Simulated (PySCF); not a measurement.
# Silicon: a sound run and one with changed settings

Sound run: Si⁺ [Ne] 3s2 3p1, Si²⁺ [Ne] 3s2. Calculation: PySCF 2.14, in def2-TZVP; no relativity, point nucleus. In the sound run the correlated levels freeze [Ne]. The sound run starts from symmetry-adapted Hartree-Fock orbitals and uses a fine grid where one is needed.

A second run was set up differently.

```json
{"species": "Si⁺", "method": "MP2", "sound run (hartree)": "-288.61035", "changed run (hartree)": "-288.71334", "converged": "yes"}
{"species": "Si⁺", "method": "CCSD(T)", "sound run (hartree)": "-288.62891", "changed run (hartree)": "-288.73289", "converged": "yes"}
{"species": "Si²⁺", "method": "MP2", "sound run (hartree)": "-288.01934", "changed run (hartree)": "-288.12238", "converged": "yes"}
{"species": "Si²⁺", "method": "CCSD(T)", "sound run (hartree)": "-288.03273", "changed run (hartree)": "-288.13691", "converged": "yes"}
```

Ionisation energy of Si⁺:

```
 method  sound run (eV)  changed run (eV)
    UHF          15.837            15.837
    MP2          16.082            16.081
SCS-MP2          16.069            16.066
   CCSD          16.194            16.192
CCSD(T)          16.223            16.217
```

Problem. What was changed?
A. minimal basis
B. all electrons correlated in a valence basis
C. too few SCF iterations
D. level shift left on

Solution. B. A valence basis has no tight correlating functions, so it recovers only part of the core correlation, and not evenly between atom and ion.
